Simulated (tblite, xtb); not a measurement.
BI₂, doublet, at a GFN2-xTB geometry. Base run: xtb with GFN1-xTB.

The xtb input:
```
$ xtb mol.xyz --gfn 1 --uhf 1 --json

# file mol.xyz
3

I     -1.86137981    -0.09949148     0.05566904
B     -0.02702252     0.88062837     0.01245938
I      1.86392910     0.01641334    -0.05684445
```

Programs used: tblite, xtb; a row that names a program was run with it.

The base run was repeated with changes; each row names its change, and settings that it needs were set with it.

| change | ΔE vs base (mEh) | dipole (D) | G_solv (kcal/mol) | SCF cycles |
|---|---|---|---|---|
| base | 0.000 | 0.44 | - | 8 |
| etemp = 3000 | -1.334 | 0.41 | - | 8 |
| alpb = cs2 | -10.464 | 0.47 | -6.57 | 8 |
| program = tblite; method = gfn1; option = (--alpb, water) | -4.005 | - | - | - |
| program = tblite; method = gfn1 | 0.000 | - | - | - |
| acc = 30 | 0.000 | 0.44 | - | 6 |
| gbsa = chcl3 | -13.036 | 0.51 | -8.20 | 8 |
| program = tblite; method = gfn1; option = (--efield, 0,0,0.1) | -0.169 | - | - | - |
| program = tblite; method = gfn1; option = (--guess, eeq) | 0.000 | - | - | - |
| alpb = benzene | -11.113 | 0.45 | -6.97 | 8 |
| etemp = 1000 | -0.002 | 0.44 | - | 8 |
| acc = 0.1 | 0.000 | 0.44 | - | 8 |

ALPB and GBSA are two models with their own fitted parameters for each solvent, which aren't always the measured dielectric constant.
